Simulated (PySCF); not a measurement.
## Computed properties of Bi(Me)2(SiH3) (C2H9BiSi), SMILES [CH3][Bi]([CH3])[SiH3]

Bi(Me)2(SiH3) (C₂H₉BiSi), SMILES [SiH3][Bi]([CH3])[CH3]. Geometry: B3LYP-D3(BJ)/def2-SVP. The structure was generated by enumeration; whether it is a known compound was not checked. The def2 effective core potentials stand for the cores of Bi; spin–orbit coupling is left out. Other conformers were not sampled. All values are computed for the isolated molecule unless a solvent is named; none is compared with measurement here.

**Structure.** The optimised structure has Cs symmetry. All 33 harmonic modes at B3LYP-D3(BJ)/def2-SVP (PySCF) are real, so it is a minimum. With heavy atoms numbered as in [Bi:1]([CH3:2])([CH3:6])[SiH3:10], the shortest bond between them is Bi1–C2 at 2.308 Å and the longest Bi1–Si10 at 2.690 Å.

**Vibrations.** The strongest infrared lines (harmonic, unscaled, degenerate partners summed) lie at 862 cm⁻¹ (380 km/mol, H 91 %, Si 9 %), 2200 cm⁻¹ (108 km/mol, H 96 %), 2202 cm⁻¹ (104 km/mol, H 96 %). The softest mode is at 72 cm⁻¹ and the zero-point energy is 60.0 kcal/mol.

**Electronic structure.** HF/def2-TZVP (PySCF) places the frontier levels at -8.70 and 2.21 eV, a gap of 10.91 eV, and gives a dipole moment of 0.85 D and a mean polarisability of 107.2 bohr³. PBE/def2-TZVP (PySCF) at the same geometry gives -5.81 and -1.13 eV, so its gap is 6.23 eV narrower. An orbital gap is neither the optical nor the fundamental gap.

**Excitations.** TDDFT-PBE0/def2-SVPD (PySCF) has S1 at 5.25 eV (236 nm, f = 0.026, weak); the most intense of the 10 singlets computed lies at 6.49 eV (f = 0.29). T1 (TDA) is at 4.40 eV. TDDFT-PBE/def2-SVPD (PySCF) puts S1 at 4.98 eV. No vertical singlet excitation falls in the visible range (under 3.1 eV).
